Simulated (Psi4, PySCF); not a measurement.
Psi4 was given this input:
```
memory 2 GB

molecule {
0 2
  Sn   -0.30559618    0.27078947    0.55707516
  Br   -1.69678763   -1.64465708   -0.53914098
  Br    0.10094843    2.02068988   -1.33464601
  Br    2.03240517   -0.76287491    1.07796533
}

set basis sto-3g
set reference uks
set scf_type pk
set puream true
set d_convergence 1e-8
set dft_radial_points 99
set dft_spherical_points 590

energy('pbe')
print_variables()
```

Q: Give the equivalent PySCF input.

A: One answer among several that fit: 
```python
from pyscf import gto, scf, dft

mol = gto.M(
    atom='''
Sn   -0.30559618    0.27078947    0.55707516
Br   -1.69678763   -1.64465708   -0.53914098
Br    0.10094843    2.02068988   -1.33464601
Br    2.03240517   -0.76287491    1.07796533
''',
    basis='sto-3g',
    spin=1,
    verbose=3,
)

mf = dft.UKS(mol)
mf.xc = 'pbe'
mf.grids.atom_grid = (99, 590)
mf.grids.prune = None
mf.kernel()
```

Both were run: Psi4 gave -13601.539700 Eh and PySCF -13601.539767 Eh, 0.067 mEh apart.
